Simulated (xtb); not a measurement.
C₇H₇O, doublet, geometry from GFN2-xTB; GFN1-xTB run with xtb.

Here is a job for xtb.
```
$ xtb mol.xyz --gfn 1 --uhf 1 --acc 0.0001 --json

# file mol.xyz
15

C     -2.77305369    -0.08930861     0.15777734
O     -1.73653823     0.61850538    -0.47369518
C     -0.45150274     0.26462858    -0.21128690
C      0.56983971     0.95387277    -0.82654777
C      1.89273125     0.71169442    -0.66007478
C      2.26777463    -0.32046935     0.20500191
C      1.28276819    -1.04249024     0.84701157
C     -0.06077755    -0.76540013     0.65151389
H     -3.69720812     0.36304611    -0.19889193
H     -2.72260331     0.00669117     1.24778244
H     -2.76288540    -1.15013472    -0.11501725
H      2.64320398     1.29210740    -1.17494675
H      3.31299291    -0.54068682     0.36104075
H      1.55711830    -1.84343879     1.51879527
H     -0.80499138    -1.35079208     1.17042731
```

The log (banner, timings and long lists left out):

```
   ID    Z sym.   atoms
    1    6 C      1, 3-8
    2    8 O      2
    3    1 H      9-15

           -------------------------------------------------
          |                Calculation Setup                |
           -------------------------------------------------

           -------------------------------------------------
          |                 G F N 1 - x T B                 |
           -------------------------------------------------

          ...................................................
          :                      SETUP                      :
          :.................................................:
          :  # basis functions                  46          :
          :  # atomic orbitals                  46          :
          :  # shells                           30          :
          :  # electrons                        41          :
          :  # halogen bonds                     0          :
          :  max. iterations                   250          :
          :  Hamiltonian                  GFN1-xTB          :
          :  restarted?                      false          :
          :  GBSA solvation                  false          :
          :  PC potential                    false          :
          :  electronic temp.          300.0000000     K    :
          :  accuracy                    0.0001000          :
          :  -> integral cutoff          0.6500000E+02      :
          :  -> integral neglect         0.1000000E-11      :
          :  -> SCF convergence          0.1000000E-09 Eh   :
          :  -> wf. convergence          0.2000000E-08 e    :
          :  Broyden damping             0.4000000          :
          :  net charge                          0          :
          :  unpaired electrons                  1          :
          ...................................................

 iter      E             dE          RMSdq      gap      omega  full diag
   1    -23.4476128 -0.234476E+02  0.925E+00    2.94       0.0  T
   2    -23.4902979 -0.426851E-01  0.553E+00    2.90       1.0  T
   3    -23.4861059  0.419199E-02  0.892E-01    2.83       1.0  T
   4    -23.4922632 -0.615723E-02  0.200E-01    2.91       1.0  T
   5    -23.4932328 -0.969689E-03  0.412E-02    2.88       1.0  T
   6    -23.4932633 -0.304489E-04  0.585E-03    2.89       4.4  T
   7    -23.4932637 -0.370071E-06  0.100E-03    2.89      25.7  T
   8    -23.4932637 -0.198238E-07  0.184E-04    2.89     140.4  T
   9    -23.4932637 -0.262215E-09  0.816E-05    2.89     316.5  T
  10    -23.4932637 -0.629541E-11  0.177E-05    2.89    1461.5  T
  11    -23.4932637 -0.106226E-11  0.656E-06    2.89    3935.2  T
  12    -23.4932637 -0.238032E-12  0.322E-07    2.89   80227.7  T
  13    -23.4932637 -0.710543E-14  0.720E-08    2.89  100000.0  T
  14    -23.4932637 -0.142109E-13  0.531E-09    2.89  100000.0  T
  15    -23.4932637 -0.426326E-13  0.234E-09    2.89  100000.0  T

   *** convergence criteria satisfied after 15 iterations ***

         :::::::::::::::::::::::::::::::::::::::::::::::::::::
         ::                     SUMMARY                     ::
         :::::::::::::::::::::::::::::::::::::::::::::::::::::
         :: total energy             -23.156906038068 Eh    ::
         :: gradient norm              0.013305567582 Eh/a0 ::
         :: HOMO-LUMO gap              2.886579974751 eV    ::
         ::.................................................::
         :: SCC energy               -23.493263682074 Eh    ::
         :: -> electrostatic           0.034073629654 Eh    ::
         :: repulsion energy           0.342639597774 Eh    ::
         :: dispersion energy         -0.006281953769 Eh    ::
         :: halogen bond corr.         0.000000000000 Eh    ::
         :: add. restraining           0.000000000000 Eh    ::
         :: total charge              -0.000000000000 e     ::
         :::::::::::::::::::::::::::::::::::::::::::::::::::::

           -------------------------------------------------
          |                Property Printout                |
           -------------------------------------------------

    * Orbital Energies and Occupations

         #    Occupation            Energy/Eh            Energy/eV
      -------------------------------------------------------------
         1        2.0000           -0.8076757             -21.9780
       ...           ...                  ...                  ...
         9        2.0000           -0.5950630             -16.1925
        10        2.0000           -0.5787428             -15.7484
        11        2.0000           -0.5542299             -15.0814
        12        2.0000           -0.5359274             -14.5833
        13        2.0000           -0.5236286             -14.2487
        14        2.0000           -0.5195964             -14.1389
        15        2.0000           -0.5065555             -13.7841
        16        2.0000           -0.4905740             -13.3492
        17        2.0000           -0.4883479             -13.2886
        18        2.0000           -0.4756378             -12.9428
        19        2.0000           -0.4368891             -11.8884
        20        2.0000           -0.4137853             -11.2597
        21        1.0000           -0.3602332              -9.8024 (HOMO)
        22                         -0.2541534              -6.9159 (LUMO)
        23                         -0.2453570              -6.6765
        24                         -0.1467013              -3.9919
        25                         -0.1207579              -3.2860
        26                         -0.1032327              -2.8091
        27                         -0.0995478              -2.7088
        28                         -0.0909814              -2.4757
        29                         -0.0832751              -2.2660
        30                         -0.0745152              -2.0277
        31                         -0.0550960              -1.4992
        32                          0.0731161               1.9896
       ...                                ...                  ...
        46                          0.6784126              18.4605
      -------------------------------------------------------------
                  HL-Gap            0.1060799 Eh            2.8866 eV
             Fermi-level           -0.3471013 Eh           -9.4451 eV

  Mulliken/CM5 charges         n(s)   n(p)   n(d)
     1C     0.17204  0.05110   0.969  2.859  0.000
     2O    -0.41313 -0.50116   1.674  4.739  0.000
     3C     0.26999  0.28954   1.014  2.717  0.000
     4C    -0.08839 -0.09042   1.193  2.895  0.000
     5C    -0.01147 -0.06411   1.056  2.956  0.000
     6C    -0.04203 -0.09825   1.056  2.986  0.000
     7C    -0.02663 -0.08275   1.052  2.974  0.000
     8C    -0.08802 -0.14050   1.058  3.030  0.000
     9H     0.04057  0.10163   0.959  0.000  0.000
    10H     0.02409  0.08336   0.976  0.000  0.000
    11H     0.02409  0.08336   0.976  0.000  0.000
    12H     0.03656  0.09308   0.963  0.000  0.000
    13H     0.03258  0.08896   0.967  0.000  0.000
    14H     0.03297  0.08954   0.967  0.000  0.000
    15H     0.03678  0.09660   0.963  0.000  0.000

Wiberg/Mayer (AO) data.
largest (>0.10) Wiberg bond orders for each atom

 ---------------------------------------------------------------------------
     #   Z sym  total        # sym  WBO       # sym  WBO       # sym  WBO
 ---------------------------------------------------------------------------
     1   6 C    3.910 --     9 H    0.982    10 H    0.980    11 H    0.980
                             2 O    0.940
     2   8 O    2.151 --     3 C    1.029     1 C    0.940
     3   6 C    3.908 --     4 C    1.393     8 C    1.335     2 O    1.029
                             6 C    0.105
     4   6 C    3.277 --     5 C    1.548     3 C    1.393     7 C    0.106
     5   6 C    3.994 --     4 C    1.548     6 C    1.351    12 H    0.960
                             8 C    0.107
     6   6 C    3.989 --     7 C    1.462     5 C    1.351    13 H    0.969
                             3 C    0.105
     7   6 C    3.996 --     6 C    1.462     8 C    1.439    14 H    0.967
                             4 C    0.106
     8   6 C    3.983 --     7 C    1.439     3 C    1.335    15 H    0.963
                             5 C    0.107
     9   1 H    1.016 --     1 C    0.982
    10   1 H    1.009 --     1 C    0.980
    11   1 H    1.009 --     1 C    0.980
    12   1 H    1.011 --     5 C    0.960
    13   1 H    1.003 --     6 C    0.969
    14   1 H    1.003 --     7 C    0.967
    15   1 H    1.001 --     8 C    0.963
 ---------------------------------------------------------------------------

Topologies differ in total number of bonds
Writing topology from bond orders to xtbtopo.mol

 dipole moment from electron density (au)
     X       Y       Z
  -0.2225  -0.7670   0.6576  total (Debye):    2.630

           -------------------------------------------------
          | TOTAL ENERGY              -23.156906038068 Eh   |
          | GRADIENT NORM               0.013305567582 Eh/α |
          | HOMO-LUMO GAP               2.886579974751 eV   |
           -------------------------------------------------

normal termination of xtb
```
